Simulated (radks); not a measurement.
Radial electron density D(r) = 4 pi r^2 rho(r) of an atom or ion with 14 electrons. All-electron calculation, Dirac Kohn-Sham, relativistic LDA (MacDonald-Vosko exchange, VWN5 correlation), spin-unpolarised, spherical densities, finite nucleus; Fermi nuclear charge, rms radius of each element as measured or else 0.836 A^(1/3) + 0.57 fm. Program: a radial shooting solver on a logarithmic mesh with Libxc functionals.

r (bohr)  D(r) (e/bohr)
0.003389          1.575
0.00424           2.339
0.005305          3.436
0.00669           5.043
0.00837           7.177
0.01047           9.993
0.0131            13.54
0.01639           17.75
0.0205            22.31
0.02565           26.65
0.03209           29.93
0.04015           31.29
0.05023           30.29
0.06284           27.54
0.07925           24.79
0.09915           24.61
0.124             27.82
0.1552            32.36
0.1942            33.86
0.2429            29.13
0.3039            19.78
0.3802            11.44
0.4756            8.028
0.595             7.759
0.7504            6.422
0.9388            3.457
1.175             1.079
1.469            0.1758
1.838           0.01308
2.3           0.0003746

What is the nuclear charge?

Answer. Z = 26. The innermost maximum, from 1s, lies near gamma/Z bohr with gamma = sqrt(1 - (Z/c)^2) = 0.982, here 0.0378 bohr (found: 0.0408), and its height grows with Z. The density is that of the iron ion Fe12+ in [Ne] 3s1 3p(1/2: 2, 3/2: 1); the configuration itself is not fixed sharply by these data, and Z only to about a unit. D(r) has 3 maxima, at r = 0.0408, 0.185, 0.558 bohr, and minima at 0.0901, 0.545 bohr, inside which lie 2.13, 10.88 electrons.
